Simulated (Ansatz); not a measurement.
A nudged elastic band was laid between two geometries of H₄O₂Sn (7 atoms, charge 0, multiplicity 1).

Method: RKS PBE-D4/def2-SVP (Ansatz 0.2.0).

```yaml
movable_images: 7
climbing_image: yes
spring: 5.0 eV/Å²
optimiser: quadratic models (default)
start_path: through a guess of the saddle point
force_threshold: 0.03 eV/Å
iteration_limit: 60
end_points: relaxed
```

Image 0:

```xyz
7
Properties=species:S:1:pos:R:3
Sn 0.283 0.010 0.087
O 0.731 -0.121 2.044
H -0.060 0.089 2.578
H 1.807 -0.302 -0.659
H -0.546 1.471 -0.303
O -1.090 -1.393 -0.355
H -0.716 -2.281 -0.195
```

Image 8:

```xyz
7
Properties=species:S:1:pos:R:3
Sn 0.153 0.328 -0.850
O 1.039 -0.015 1.365
H 0.453 -0.844 1.184
H 1.957 -0.348 1.301
H -1.252 1.263 -0.171
O -0.509 -1.502 0.032
H -1.433 -1.409 0.336
```

(1) What changes between the two ends?

(2) Give the energies along the band, and the barrier.

(3) What is the geometry of the highest image?

## Answers

(1) Bonds broken: Sn1–H4. Bonds formed: O2–H4.

(2) The forces met the threshold. The highest image is number 4 of 0 to 8, 36.7 kcal/mol above the first end and 49.9 kcal/mol above the last; the last end lies 13.2 kcal/mol below the first. The profile has 2 maxima (images 4, 7) with wells between them (image 6): this band takes more than one step, which may be the mechanism or a detour left from its start path. Neighbouring images differ by up to 2.1 eV, so the band resolves the path poorly. A vibrational analysis at the climbing image gives one clearly imaginary mode, 1015i cm⁻¹: a first-order saddle point. The orbitals stay closed-shell, which can raise the energy where a bond breaks towards radicals; this wasn't checked here.

```
image  path coordinate (Å)  energy (kcal/mol)  Sn1–H4 (Å)  O2–H4 (Å)
    0                 0.00                0.0        1.73       2.92
    1                 0.72                1.4        1.73       3.01
    2                 1.44                1.4        1.74       3.10
    3                 2.17               11.8        1.72       2.47
    4                 2.89               36.7        1.77       1.65
    5                 4.91              -11.3        3.07       0.98
    6                 6.94              -11.4        2.48       1.00
    7                 8.96              -10.9        2.41       1.02
    8                10.98              -13.2        2.89       0.98
```

(3) 
```xyz
7
Properties=species:S:1:pos:R:3
Sn 0.183 0.050 -0.281
O 0.844 0.293 1.788
H 0.606 -0.516 2.291
H 1.728 -0.278 0.523
H -0.742 1.475 -0.659
O -1.296 -1.326 -0.244
H -0.915 -2.225 -0.222
```

Time of the run: 14 min on 1 thread of Arm Neoverse N1, on a shared host, peak memory 0.15 GiB.
